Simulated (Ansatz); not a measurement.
Isolated molecules relaxed with PBE0-D4/def2-TZVP in Ansatz; ΔE leaves out vibrations. CCSD(T)/CBS adds triple-zeta CCSD(T) − MP2 to the extrapolated MP2 energy (def2 sets, frozen cores). This one scheme is used for every species. DFT in def2-TZVPP. B3LYP here is the variant with VWN-RPA as its local correlation; programs differ in this. def2 core potentials past Kr. For Sn outer-core shells are correlated without core-valence functions, which leaves a few kJ/mol of doubt a bond. Each species was taken in one conformer, which may not be the lowest.

Consider the formal hydrolysis of the Sn–C bond: `[BH2][SnH2][CH3]` + H₂O → `[BH2][SnH2][OH]` + CH₄.

Question: Is it downhill or uphill in electronic energy at CCSD(T)/CBS, and by how much? (Best estimate.)

Answer: Computed: Downhill: ΔE = -0.38 eV.

Question: What do these levels give: revPBE-D4, r2SCAN-D4, r2SCANh-D4, r2SCAN0-D4, BLYP, PBE0, B3LYP, BHLYP, RPA@PBE/def2-TZVPP, HF/def2-SVP, MP2/def2-SVP, CCSD/def2-SVP? (An estimate is asked.)

Answer: Computed: revPBE-D4 -0.43, r2SCAN-D4 -0.48, r2SCANh-D4 -0.45, r2SCAN0-D4 -0.42, BLYP -0.56, PBE0 -0.39, B3LYP -0.51, BHLYP -0.50, RPA@PBE/def2-TZVPP -0.39, HF/def2-SVP -0.49, MP2/def2-SVP -0.48, CCSD/def2-SVP -0.46 eV.

Largest T1 diagnostic among the species: 0.014.

Leaving LDA and LC-ωPBE aside and taking each functional with its dispersion term where it has one, the values, not all of them listed here, spread over 0.18 eV, from B97M-V to PBE-QIDH. LDA lies +0.09 eV from PBE without D4. The D4 term adds +0.03 eV with B3LYP and +0.02 eV with PBE0; it sums over pairs of atoms, weighted by their polarisabilities, and B3LYP, whose exchange is more repulsive, gets the larger term. At CCSD(T), def2-SVP lies −0.08 eV from the extrapolated value and def2-TZVPP +0.01 eV.
